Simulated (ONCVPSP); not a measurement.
## Mg: one change to an ONCV potential, before and after

ONCVPSP 4.0.1 input, shortened (lines: element, Z, core and valence counts, functional; n l f; lmax; l rc ep ncon nbas qcut; lloc lpopt rc5 dvloc0; l nproj debl; icmod fcfact rcfact), PBEsol, scalar-relativistic:

```
  Mg 12.00    1    3  -116133      upf
    1    0    2.00
    2    0    2.00
    2    1    6.00
    3    0    2.00
    2
    0    1.15    0.00    3    6    8.70
    1    1.10    0.00    4    7   10.30
    2    1.10    0.11    4    8    8.30
    4    5    0.80    2.00
    0    2    3.20
    1    1    1.80
    2    2    1.10
    3    1.75    1.75
```

Change: p: qcut 5.7.

Cutoffs: the cutoffs (Ha) at which the residual kinetic energy of the hardest occupied pseudo-wave falls to 1 and 0.1 mHa per electron; they do not see the model core or the augmentation charge, which bear on the density cutoff. Errors are all-electron minus pseudo energies relative to the spin-unpolarised reference configuration.

Problem. Predict the effect on cutoff, ghosts and configuration errors.

Solution. The potential gets harder (53 Ha and 116 Ha → 133 Ha and 188 Ha); of the 4 tests that both files solve, the error grows in 2 and shrinks in 0 by more than 15 % and 0.3 meV (median size 1.3 → 2.2 meV); neither file shows a bound ghost.

| quantity | base | changed |
| --- | --- | --- |
| cutoff, loose | 53 Ha | 133 Ha |
| cutoff, tight | 116 Ha | 188 Ha |
| loose cutoff by channel | s 21 Ha, p 53 Ha | s 21 Ha, p 133 Ha |
| bound ghosts | none | none |
| GHOST(+) flags under 300 eV | none | none |
| error for 2s2 2p6 3s1, meV [ΔE 7.92 eV] | -0.3 | -0.5 |
| error for 2s2 2p6 3s0, meV [ΔE 22.74 eV] | -2.3 | -4.0 |
| error for 2s2 2p6 3s1.5, meV [ΔE 3.13 eV] | -0.1 | -0.1 |
| error for 2s2 2p5 3s2, meV [ΔE 58.45 eV] | +249 | +517 |
| s: phases at 1.17 bohr within 0.05 rad from the reference energy up to (Ha; the scan ends near 5) | to the end of the scan | to the end of the scan |
| p: phases at 1.11 bohr within 0.05 rad from the reference energy up to (Ha; the scan ends near 5) | 1.1 | 0.4 |
| d: phases at 1.11 bohr within 0.05 rad from the reference energy up to (Ha; the scan ends near 5) | to the end of the scan | to the end of the scan |
| rms error of d²Exc/dni dnj with the model core, mHa | 1.26 | 1.77 |
